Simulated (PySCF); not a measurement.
B3LYP has the VWN-RPA correlation part, as in Gaussian. Excitations are Tamm–Dancoff values on a coarser integration grid. The basis has no diffuse functions, so Rydberg states are missing or too high.

Cartesian coordinates (Å):
SMILES: O[Si](O)(O)O
```xyz
9

O     -1.0383     1.2250    -0.3098
Si     0.0000     0.0000     0.0000
O      1.4461     0.4518    -0.6160
O     -0.6614    -1.3445    -0.6554
O      0.2537    -0.3322     1.5811
H     -0.6942     2.1195    -0.2464
H      2.2247    -0.0077    -0.2919
H     -1.1245    -1.2441    -1.4908
H     -0.4060    -0.8676     2.0291
```
Charge 0, spin multiplicity 1.

Question: Give the S1 excitation (TDA), HOMO and total energy at the level PySCF with B3LYP-D3(BJ)/def2-TZVP.

Answer: 
```json
{
  "S1 excitation (TDA)": "7.77 eV",
  "HOMO": "-8.81 eV",
  "total_energy": "-593.1970 Ha"
}
```
